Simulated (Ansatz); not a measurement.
H (SMILES [H]), doublet. Base run: Ansatz (a program for electronic structure) with CCSD/cc-pVDZ.

Ansatz was given this input:
Ansatz 0.2 input:
```yaml
crystal:
  periodic: [false, false, false]
  atoms:
    - {symbol: H, position_ang: [0.00000000, 0.00000000, 0.00000000]}
basis:
  gaussian:
    orbitals: cc-pVDZ
magnetization: {spin_polarized: true, initial_magnetization: 1}
correlation: {method: ccsd}
```

The base run was repeated with changes; each row names its change, and settings that it needs were set with it.

| change | ΔE vs base (mEh) | CC correlation without the perturbative part (Eh) | basis functions |
|---|---|---|---|
| base | 0.000 | 0.00000 | 5 |
| method = ccsd_t | 0.000 | 0.00000 | 5 |
| method = mp2 | 0.000 | - | 5 |
| reference functional = pbe0 | 0.000 | -0.00001 | 5 |
| electrons = all | 0.000 | 0.00000 | 5 |
| electrons = outside_noble_gas | 0.000 | 0.00000 | 5 |
| method = bccd | 0.000 | 0.00000 | 5 |
| fitting = cc-pVTZ-JKFIT (mean field), cc-pVTZ-RIFIT (correlation) | 0.000 | 0.00000 | 5 |
| lower_state_search = off | 0.000 | 0.00000 | 5 |
| accuracy = high | 0.000 | 0.00000 | 5 |
